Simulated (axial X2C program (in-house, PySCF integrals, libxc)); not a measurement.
# SbN⁻: from the spin-free to the two-component result

All values were computed with an in-house relativistic program for diatomic molecules. Spin-free means the one-electron spin-free X2C Hamiltonian; two-component (2c) means X2C with spin–orbit coupling and atomic mean-field two-electron Coulomb and Gaunt terms, so the difference of the two also holds small scalar two-electron terms. Basis: Sb dyall-acv3z [12s13p9d5f1g], N dyall-av3z [7s7p3d2f] (cores contracted in-house); Gaussian nuclei, density fitting, unrestricted open shells. Masses: Sb 120.904 u, N 14.003 u.

Spin-free state: M_S = 1/2, Λ = 1 (beyond evenly filled blocks: π+α); fragments Sb- + N.

```tsv
level	Re (Å)	ωe (cm⁻¹)	De (eV)	μ (D)
HF	2.024	525.6	0.367	-1.74
```

Dipoles are positive if N is the positive end and refer to the centre of mass.

(1) Within this multiplet, which Ω should lie lowest by the rule for regular and inverted multiplets?

Two-component determinant lowest at the distance of the search:

Ω = 1/2 (⟨Sz⟩ = -0.50, ⟨Lz⟩ = 1.00 at HF); fragments Sb- + N.

```tsv
level	Re (Å)	ωe (cm⁻¹)	μ (D)
HF	2.030	518.4	-1.90
```

(2) From the two tables, how do the constants change at the HF level (2c against spin-free)?

One determinant describes the state; a PBE0 search over occupations chose it and may have missed a lower one. De is counted from the lowest determinant-based energies of the atoms at the same level, without counterpoise correction. De is not given where an atomic determinant may have missed its ground term or J level, or where the truncated virtual space spoils (T). The determinant is spin-polarised beyond a pure state at some levels (its spin-free form has ⟨S²⟩ too high), which makes Re and μ there less reliable. The stretched end of a curve changes character and is left out. Hartree–Fock gets electron affinities wrong, so its lowest charge split need not be the true one.

## Answers

(1) The open π shell holds one electron, so the multiplet is regular: Ω = Λ − 1/2 = 1/2. The PBE0 2c search agrees.

(2) At the HF level Re rises by 0.006 Å and ωe goes down by 7.2 cm⁻¹.
